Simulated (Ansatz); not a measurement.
System: chloro(trimethyl)silane, C3H9ClSi, net charge 0, singlet state. SMILES: C[Si](C)(C)Cl
Geometry: optimised at B3LYP-D3(BJ)/def2-TZVP (Ansatz, a quantum-chemistry and plane-wave program).

Atomisation energy built up term by term with Ansatz (kcal/mol; UHF references for open shells; valence terms freeze the core; atomic spin-orbit terms are left out). Basis-set limits of correlation are two-point, X^-3; Hartree-Fock from the larger set.

| term | basis | kcal/mol |
|---|---|---|
| Hartree-Fock | cc-pV(Q+d)Z | 968.50 |
| CCSD correlation | CBS(cc-pV(T+d)Z,cc-pV(Q+d)Z) | 275.46 |
| (T) | CBS(cc-pV(T+d)Z,cc-pV(Q+d)Z) | 15.52 |
| core correlation | cc-pwCVTZ | 3.83 |
| scalar relativity (X2C) | cc-pVTZ-DK against cc-pVTZ | -1.50 |
| sum: De |  | 1261.8 |

(T) makes 1.2 % of the CCSD(T) atomisation energy; under 5 % is typical of single-reference molecules.
